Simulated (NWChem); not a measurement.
System: C2H3BO3; SMILES O=CB1OCO1

The following NWChem deck was run.

```
start job
memory heap 200 mb stack 900 mb global 1100 mb
geometry units angstroms noautosym nocenter noautoz
  O     -0.513962     2.355060     0.186651
  C      0.374637     1.541269     0.276318
  B      0.117680    -0.018936     0.101255
  O     -1.028225    -0.733781    -0.161046
  C     -0.155692    -1.851477    -0.099124
  O      1.003062    -1.074234     0.171195
  H      1.427142     1.874968     0.490200
  H     -0.404529    -2.535533     0.728166
  H     -0.087101    -2.386006    -1.060338
end
basis spherical
  * library 6-31g*
end
dft
  xc hfexch
  iterations 150
  mulliken
end
task dft energy
esp
  recalculate
  probe 0.07
  range 0.3
  factor 1.0
  spacing 0.02
end
task esp
```

All runs use the structure optimised with PBE0/def2-SVP.

Atomic charges in e: unrestrained fits to the electrostatic potential beside Mulliken populations; buried atoms are poorly determined by the fit.

Atoms are numbered as in the input.

**Question.** What results follow from this input? (Hartree-Fock/6-31G* (spherical d).) Quantities: ESP O1; Mulliken O1; ESP C2; Mulliken C2; ESP B3; Mulliken B3; ESP O4; Mulliken O4; ESP C5; Mulliken C5; relative RMS misfit of the potential (%).

**Answer.** 
- ESP O1: -0.44
- Mulliken O1: -0.45
- ESP C2: 0.30
- Mulliken C2: 0.06
- ESP B3: 0.77
- Mulliken B3: 0.81
- ESP O4: -0.64
- Mulliken O4: -0.60
- ESP C5: 0.70
- Mulliken C5: 0.26
- relative RMS misfit of the potential (%): 16
